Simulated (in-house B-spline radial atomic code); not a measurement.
A run on an ion of nuclear charge 65 with 65.1 electrons that did not converge. Method: scalar-relativistic (X2C) B97-1, spin-polarised, spherical fractional occupations, Fermi nucleus of rms radius 5.06 fm; computed with a B-spline radial code for spherical atoms.

Command:
```bash
python run_scf.py task.json out
```
Settings (nuclear radius in fm, mass in u):
```
Z                65
configuration    [Xe] 4f9.1 6s2
hamiltonian      x2c
method           b97_1
spin_polarised   True
nucleus          fermi
rms_radius       5.06
atomic_mass      158.92535
speed_of_light   137.035999084
```

First and last ten iterations of the last attempt (damped for 15 steps, keeping 80 % of the old Fock matrix, then DIIS):
```
 iter        energy (Eh)    residual
    1      -11663.719561    7.04e-01
    2      -11668.318514    1.25e+00
    3      -11688.037216    8.00e-01
    4      -11698.622394    4.88e-01
    5      -11703.915466    3.09e-01
    6      -11706.363887    2.04e-01
    7      -11707.417190    1.32e-01
    8      -11707.852848    8.25e-02
    9      -11708.038818    5.64e-02
   10      -11708.126879    4.16e-02
  111      -11708.230348    1.03e-02
  112      -11708.238326    6.56e-03
  113      -11706.660605    1.13e-01
  114      -11706.657214    1.13e-01
  115      -11706.657350    1.13e-01
  116      -11706.653693    1.13e-01
  117      -11706.651882    1.13e-01
  118      -11706.652078    1.13e-01
  119      -11706.651160    1.13e-01
  120      -11706.649172    1.13e-01
 not converged after 120 iterations
```

The smallest residual met was 6.6e-03; the threshold is about 6e-07. No energy from this run should be used. The likely cause: this method binds the added charge weakly or not at all at the basis-set limit, so charge moves back and forth between the atom and the box. Time taken, with all properties: 8.2 s on 1 thread of Arm Neoverse N1, with other jobs on the host.
